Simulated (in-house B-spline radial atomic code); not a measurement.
Ionising V³⁺ with different functionals

Computed with an all-electron radial atomic-structure program (B-spline basis): scalar-relativistic (spin-free X2C) Hamiltonian, Fermi nucleus of rms radius 3.6002 fm, spin-polarised at highest spin, spherical fractional occupations for the functionals, the average over the highest-spin determinants for Hartree-Fock. The ionisation energy is the difference of two self-consistent energies, [Ar] 3d2 → [Ar] 3d1, without Breit or QED terms; ε is the level of the shell that loses the electron (its least bound occupied spin orbital).

Hybrids are left out here: with spherical fractional occupations of an open shell their exact exchange keeps a self-interaction that integer-occupation calculations don't have.

```
           method          rung  ΔSCF (eV)  -ε(3d) (eV)
     Hartree-Fock  Hartree-Fock      45.18        46.47
         LDA VWN5           LDA      46.87        38.09
         LDA PW92           LDA      46.86        38.07
LDA exchange-only           LDA      45.30        36.63
              PBE           GGA      46.64        37.87
           PBEsol           GGA      46.60        37.84
             BLYP           GGA      46.58        37.79
             RPBE           GGA          ?            ?
             PW91           GGA      46.75        37.97
             BP86           GGA      46.66        37.89
             AM05           GGA      46.60        37.83
             OLYP           GGA      46.85        38.03
             TPSS      meta-GGA      46.45        37.69
             SCAN      meta-GGA          ?            ?
           r2SCAN      meta-GGA      46.38        37.73
          revTPSS      meta-GGA      46.31        37.57
```

Problem. What does RPBE give?

Solution. ΔSCF 46.57 eV, and -ε(3d) = 37.80 eV.

Problem. What does SCAN give?

Solution. ΔSCF 46.31 eV, and -ε(3d) = 37.68 eV.

Problem. How do they compare with the NIST value?

Solution. NIST lists 46.71 eV ± 0.005 (measured, ground level to ground level). Errors run from -1.53 to +0.16 eV; PW91 is closest (+0.04 eV), but part of that can be cancellation, since the calculations leave out spin-orbit coupling, Breit-QED terms, multiplet and fine-structure energies. Hartree-Fock also lacks correlation.
